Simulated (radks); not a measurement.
Results of a calculation; reference values are marked as such.
Problem. Ionisation of Cs2+, [Kr] 4d10 5s2 5p5, to Cs3+, [Kr] 4d10 5s2 5p4, under several functionals. Scalar-relativistic Kohn-Sham, spin-polarised, spherical densities, finite nucleus; open shells are filled with parallel spins first (spin-orbit coupling, left out, can overturn this in heavy ions); a radial shooting solver on a logarithmic mesh with Libxc functionals. The NIST Atomic Spectra Database gives 33.195 eV (semi-empirical). Rank these functionals by the error of their Delta-SCF ionisation energy: XLYP; MS2 meta-GGA; RPBE; PW91; LDA (Slater exchange, Perdew-Zunger correlation); AM05; r2SCAN; B86b exchange with PBE correlation; exchange-only B88; HCTH/407; revPBE; SCAN.

Solution. From best to worst: XLYP 33.302 eV (+0.107); RPBE 33.306 eV (+0.111); revPBE 33.322 eV (+0.127); B86b exchange with PBE correlation 33.420 eV (+0.225); AM05 33.426 eV (+0.231); MS2 meta-GGA 33.435 eV (+0.240); PW91 33.483 eV (+0.288); r2SCAN 33.533 eV (+0.338); HCTH/407 33.540 eV (+0.345); SCAN 33.548 eV (+0.353); LDA (Slater exchange, Perdew-Zunger correlation) 33.765 eV (+0.570); exchange-only B88 32.170 eV (-1.025). Open shells are spherical and high-spin; term and fine-structure splittings are not resolved. Spin-orbit splitting is averaged out at the scalar-relativistic level.
